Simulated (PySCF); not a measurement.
Deuteron quadrupole couplings in `CCCc1ccccc1`

C9H12.
Cartesian coordinates in Å at the PBE0-D3(BJ)/def2-SVP level; atoms count from 1:
```xyz
21
C9H12 angstrom
C     -2.4688   -0.6821   -0.5370
C     -2.0706   -0.4314    0.9081
C     -1.0762    0.7210    1.0882
C      0.2487    0.4796    0.4156
C      0.5512    1.0544   -0.8238
C      1.7632    0.7932   -1.4614
C      2.6980   -0.0517   -0.8666
C      2.4119   -0.6309    0.3695
C      1.1992   -0.3663    1.0014
H     -3.1925   -1.5076   -0.6148
H     -2.9345    0.2119   -0.9836
H     -1.5956   -0.9430   -1.1550
H     -2.9696   -0.2148    1.5100
H     -1.6325   -1.3501    1.3358
H     -1.5219    1.6500    0.6947
H     -0.9116    0.8852    2.1658
H     -0.1772    1.7203   -1.2952
H      1.9788    1.2549   -2.4283
H      3.6498   -0.2559   -1.3627
H      3.1410   -1.2904    0.8470
H      0.9845   -0.8217    1.9729
```

Level: PBE0/pcSseg-1 (PySCF, non-relativistic); Q(2H) = 0.00286 b; rigid geometry, the same for H and D, with no vibrational averaging.

**Question.** Rank these positions by the coupling χzz of a deuteron there, largest first.
A. H11 (methyl hydrogen)
B. H14 (methylene hydrogen)
C. H19 (aromatic hydrogen)

**Answer.** C (205 kHz), A (195 kHz), B (190 kHz).

**Question.** What are Vzz, η and χzz (234.96 MHz × Q × Vzz) at all hydrogens?

**Answer.** 
| atom | bonded to | bond length (Å) | Vzz (au) | η | χzz (kHz) |
| --- | --- | --- | --- | --- | --- |
| H10 | C1 | 1.101 | 0.2938 | 0.02 | 197 |
| H11 | C1 | 1.102 | 0.2901 | 0.02 | 195 |
| H12 | C1 | 1.101 | 0.2883 | 0.02 | 194 |
| H13 | C2 | 1.103 | 0.2850 | 0.02 | 192 |
| H14 | C2 | 1.104 | 0.2831 | 0.03 | 190 |
| H15 | C3 | 1.103 | 0.2844 | 0.03 | 191 |
| H16 | C3 | 1.102 | 0.2861 | 0.02 | 192 |
| H17 | C5 | 1.094 | 0.3023 | 0.07 | 203 |
| H18 | C6 | 1.093 | 0.3041 | 0.06 | 204 |
| H19 | C7 | 1.093 | 0.3051 | 0.07 | 205 |
| H20 | C8 | 1.093 | 0.3040 | 0.06 | 204 |
| H21 | C9 | 1.094 | 0.3017 | 0.07 | 203 |

**Question.** How does χzz go with the bond length over the 12 C–H bonds?

**Answer.** A straight-line fit has a slope of -12.2 kHz for each 0.01 Å, with a correlation coefficient of -0.98, over lengths from 1.093 to 1.104 Å. The longer bonds have the smaller couplings here.

The structure is a single PBE0-D3(BJ)/def2-SVP conformer in the gas phase; no vibrational or solvent corrections. These gradients aren't converged with respect to the basis.
